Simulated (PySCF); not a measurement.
A side-by-side comparison of computed properties.

First species: C₃H₁₂Ge₂Si.
Numbering: `[CH2:1]=[CH:2][GeH2:3][Ge@@H:4]([CH3:5])[SiH3:6]` (hydrogens: H7, H8 on C1; H9 on C2; H10, H11 on Ge3; H12 on Ge4; H13, H14, H15 on C5; H16, H17, H18 on Si6)

Second species: C9H9BO2.
SMILES: `[BH2-]1OC=CC(c2ccccc2)=[O+]1`

Levels: PBE0/def2-SVPD for dipole moment, HOMO energy, LUMO energy, HOMO–LUMO gap, static isotropic polarisability and electronic spatial extent ⟨r²⟩ about the centre of nuclear charge; TDDFT PBE0/def2-SVPD for lowest singlet excitation; TDA PBE0/def2-SVPD for lowest triplet excitation (Tamm–Dancoff); PBE0-D3(BJ)/def2-SVP for rotational constant A and rotational constant C. Geometries: PBE0-D3(BJ)/def2-SVP. All species are isolated and taken at one optimised geometry, non-relativistic unless stated. Electronic properties by PySCF.

The conformers computed, where there is a choice (atom-mapped SMILES and torsion angles):
- `[CH2:1]=[CH:2][GeH2:3][Ge@@H:4]([CH3:5])[SiH3:6]`: C1–C2–Ge3–Ge4 -113°, C2–Ge3–Ge4–C5 -165°
- `[BH2-:1]1[O:2][CH:3]=[CH:4][C:5]([c:6]2[cH:7][cH:8][cH:9][cH:10][cH:11]2)=[O+:12]1`: C4–C5–C6–C7 4°

(1) Which has the higher T1 energy?

(2) Which has the higher rotational constant C?

(3) Which of the two has the higher dipole moment, and by how much?

(4) Which of the two has the higher HOMO energy, and by how much?

(5) Which of the two has the higher static isotropic polarisability, and by how much?

(6) Which of the two has the higher HOMO–LUMO gap, and by how much?

(7) Which has the higher rotational constant A?

(8) Which has the higher LUMO energy?

Answers

(1) The first: 4.15 eV against 2.53 eV, a difference of 1.62 eV.

(2) The first: 0.606 GHz against 0.465 GHz, a difference of 0.141 GHz.

(3) The second: 5.58 D against 0.37 D, a difference of 5.21 D.

(4) The second: -6.97 eV against -7.23 eV, a difference of 0.26 eV.

(5) The first: 137.5 au against 133.8 au, a difference of 3.7 au.

(6) The first: 6.79 eV against 4.30 eV, a difference of 2.49 eV.

(7) The second: 2.831 GHz against 1.776 GHz, a difference of 1.055 GHz.

(8) The first: -0.44 eV against -2.67 eV, a difference of 2.23 eV.

On the first: The polarisability is 20.38 Å³ as a volume (1 au = 0.148185 Å³), or 1.27 au for each of the 108 electrons. The vertical singlet–triplet gap S1 − T1 is 1.77 eV (TDDFT singlet less Tamm–Dancoff triplet; S1: HOMO→LUMO, weight 0.83; T1: HOMO→LUMO, weight 0.49). Relativistic effects, spin–orbit coupling among them, are left out although an element past zinc is present.

On the second: A dipole of 5.58 D is allowed in C1, and pure rotational transitions are dipole-allowed. S1 lies 1.01 eV below the HOMO–LUMO gap; its leading configuration is HOMO→LUMO, weight 0.96.
